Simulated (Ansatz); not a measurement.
Isolated molecules relaxed with PBE0-D4/def2-TZVP in Ansatz; ΔE leaves out vibrations. CCSD(T)/CBS adds triple-zeta CCSD(T) − MP2 to the extrapolated MP2 energy (def2 sets, frozen cores). DFT in def2-TZVPP. B3LYP here is the variant with VWN-RPA as its local correlation; programs differ in this. For Ga, Se outer-core shells are correlated without core-valence functions, which leaves a few kJ/mol of doubt a bond. Scalar relativity is left out up to krypton. One conformer a species, not always the lowest.

Consider the cleavage of the Si–Ga bond: `[NH2][GaH][SiH2][SiH3]` + H₂Se → `[SiH3][SiH2][SeH]` + `[NH2][GaH2]`.

```json
{"level": "PBE-D4", "ΔE (kJ/mol)": "-25.1", "difference from CCSD(T)/CBS": "8.1"}
{"level": "r2SCAN-D4", "ΔE (kJ/mol)": "-31.5", "difference from CCSD(T)/CBS": "1.7"}
{"level": "PBE0-D4", "ΔE (kJ/mol)": "-29.1", "difference from CCSD(T)/CBS": "4.1"}
{"level": "B3LYP-D4", "ΔE (kJ/mol)": "-30.9", "difference from CCSD(T)/CBS": "2.3"}
{"level": "ωB97X-V", "ΔE (kJ/mol)": "-34.6", "difference from CCSD(T)/CBS": "-1.4"}
{"level": "ωB97M-V", "ΔE (kJ/mol)": "-35.9", "difference from CCSD(T)/CBS": "-2.7"}
{"level": "B2PLYP", "ΔE (kJ/mol)": "-34.1", "difference from CCSD(T)/CBS": "-0.9"}
{"level": "PBE", "ΔE (kJ/mol)": "-25.6", "difference from CCSD(T)/CBS": "7.6"}
{"level": "r2SCAN", "ΔE (kJ/mol)": "-32.0", "difference from CCSD(T)/CBS": "1.2"}
{"level": "PBE0", "ΔE (kJ/mol)": "-29.8", "difference from CCSD(T)/CBS": "3.4"}
{"level": "B3LYP", "ΔE (kJ/mol)": "-31.4", "difference from CCSD(T)/CBS": "1.8"}
{"level": "HF/def2-TZVPP", "ΔE (kJ/mol)": "-44.8", "difference from CCSD(T)/CBS": "-11.6"}
{"level": "MP2/def2-TZVPP", "ΔE (kJ/mol)": "-37.9", "difference from CCSD(T)/CBS": "-4.7"}
{"level": "SCS-MP2/def2-TZVPP", "ΔE (kJ/mol)": "-37.8", "difference from CCSD(T)/CBS": "-4.6"}
{"level": "CCSD/def2-TZVPP", "ΔE (kJ/mol)": "-31.1", "difference from CCSD(T)/CBS": "2.1"}
{"level": "CCSD(T)/def2-TZVPP", "ΔE (kJ/mol)": "-29.8", "difference from CCSD(T)/CBS": "3.4"}
{"level": "HF/def2-QZVPP", "ΔE (kJ/mol)": "-45.8", "difference from CCSD(T)/CBS": "-12.6"}
{"level": "MP2/def2-QZVPP", "ΔE (kJ/mol)": "-40.2", "difference from CCSD(T)/CBS": "-7.0"}
{"level": "SCS-MP2/def2-QZVPP", "ΔE (kJ/mol)": "-40.2", "difference from CCSD(T)/CBS": "-7.0"}
{"level": "HF/CBS(def2)", "ΔE (kJ/mol)": "-45.9", "difference from CCSD(T)/CBS": "-12.7"}
{"level": "MP2/CBS(def2)", "ΔE (kJ/mol)": "-41.2", "difference from CCSD(T)/CBS": "-8.0"}
{"level": "CCSD/CBS(def2)", "ΔE (kJ/mol)": "-34.5", "difference from CCSD(T)/CBS": "-1.3"}
{"level": "CCSD(T)/CBS", "ΔE (kJ/mol)": "-33.2", "difference from CCSD(T)/CBS": "0"}
```

Largest T1 diagnostic among the species: 0.015.

In def2-TZVPP, CCSD(T) changes the Hartree–Fock value by +15.0 kJ/mol (the triples alone add +1.3 kJ/mol) and MP2 by +6.9 kJ/mol. From PBE to PBE0 (25 % exact exchange), in def2-TZVPP and without D4, ΔE moves by −4.2 kJ/mol.
